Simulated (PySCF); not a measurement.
CCl₃, SMILES Cl[C](Cl)Cl, multiplicity 2. Atoms are numbered in the order given.

```xyz
4

Cl    -1.4716    -0.8496    -0.0324
C      0.0000     0.0000     0.2758
Cl     1.4716    -0.8496    -0.0324
Cl     0.0000     1.6993    -0.0324
```
Charge 0, spin multiplicity 2.

The structure is a stationary point at B3LYP-D3(BJ)/def2-SVP. The isomer is the one that the SMILES or the coordinates give; other isomers of the formula were not compared.

The numbers are results of PBE0/pcH-1 (PySCF), not measurements.

Unrestricted Kohn–Sham, ⟨S²⟩ = 0.754. Hyperfine tensors hold the contact and dipolar terms, without spin-orbit corrections.

Computed hyperfine couplings:
```
nucleus     A(iso) (MHz)  A(iso) (G)  dipolar principal values (MHz)
----------  ------------  ----------  ------------------------------
35Cl no. 1          16.1         5.7              -27.7, -17.3, 45.0
13C no. 2          384.7       137.3             -72.3, -72.3, 144.5
35Cl no. 3          16.1         5.7              -27.7, -17.3, 45.0
35Cl no. 4          16.1         5.7              -27.7, -17.3, 45.0
```

Q: And the g tensor (effective nuclear charges for spin-orbit coupling, GIAO)? (Estimate from the structure and the level; the computed values follow.)

A: principal values 2.0000, 2.0148, 2.0148; isotropic 2.0099.
